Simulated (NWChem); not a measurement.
System: C₅H₅F; SMILES F/C(C)=C\C#C

```xyz
11

C      0.1694     2.7670     0.0000
C     -0.2484     1.6271     0.0000
C     -0.7770     0.3112     0.0000
C     -0.0301    -0.8060     0.0000
C     -0.5135    -2.2067     0.0000
F      1.2975    -0.7150     0.0000
H      0.5487     3.7719     0.0000
H     -1.8639     0.1916     0.0000
H     -0.1336    -2.7404    -0.8862
H     -0.1336    -2.7404     0.8862
H     -1.6094    -2.2491     0.0000
```
Atoms are numbered in this order, from 1.

All runs: NWChem. Structure relaxed at the PBE0/def2-SVP level. Level: M06-2X/def2-SVP with SMD (1 M gas to 1 M solution), gas-phase geometry.

### Question
Order these by “solvation free energy (kcal/mol)”, lowest first: dichloromethane; chloroform; water; cyclohexanone.

### Answer
dichloromethane (-6.2), chloroform (-5.6), cyclohexanone (-4.8), water (-1.3)
